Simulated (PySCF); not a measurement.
Stepwise substitution at one centre (B I-H). All species are isolated molecules in the gas phase. Strings in code marks are SMILES.

Method: PBE-D3(BJ)/def2-TZVP // CAM-B3LYP-D3(BJ)/def2-TZVP (PySCF). All candidates: neutral, multiplicity 1. 

- dipole moment: 0.01 D
- LUMO: -3.17 eV
- HOMO–LUMO gap: 3.35 eV

Which member has these values?
(A) `B`
(B) `IB(I)I`
(C) `IBI`

C, `IBI`. The others give `B`: 0.00 D, -3.04 eV, 5.44 eV; `IB(I)I`: 0.00 D, -3.23 eV, 3.02 eV
